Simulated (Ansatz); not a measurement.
CH6ClFGeSi (`C[Si](F)(Cl)[GeH3]`), relaxed with RKS PBE-D4/def2-SVP in the Gaussian-basis code of Ansatz from a rough embedded geometry. The force threshold is 0.03 eV/Å; the program also tests the step.

Total charge 0; spin multiplicity 1.

Start:

```xyz
11

C    -0.838    1.502   -0.146
Si    0.528    0.324   -0.550
F     0.496    0.050   -2.182
Cl    2.394    1.146   -0.072
Ge    0.280   -1.681    0.575
H    -1.836    1.001   -0.369
H    -0.729    2.427   -0.650
H    -0.826    1.625    0.980
H    -1.133   -2.331    0.150
H     1.399   -2.644    0.173
H     0.264   -1.418    2.093
```

(1) How much energy does the relaxation release, and in how many steps? (An estimate is asked.)

(2) Which bonds change most? (Estimate.)

(3) Give the relaxed structure. (Estimate.)

Results:

(1) Ansatz gave: 16.65 kJ/mol, in 6 steps.

(2) The calculation gave: Si2–Ge5 from 2.312 to 2.386 Å; Ge5–H9 from 1.613 to 1.552 Å; C1–H7 from 1.059 to 1.109 Å; C1–H6 from 1.139 to 1.109 Å.

(3) The calculation gave: 
```xyz
11

C    -0.866    1.567   -0.143
Si    0.471    0.320   -0.532
F     0.473    0.046   -2.153
Cl    2.327    1.142   -0.049
Ge    0.285   -1.786    0.574
H    -1.862    1.170   -0.428
H    -0.685    2.508   -0.701
H    -0.874    1.799    0.941
H    -1.054   -2.482    0.212
H     1.458   -2.712    0.169
H     0.326   -1.571    2.110
```
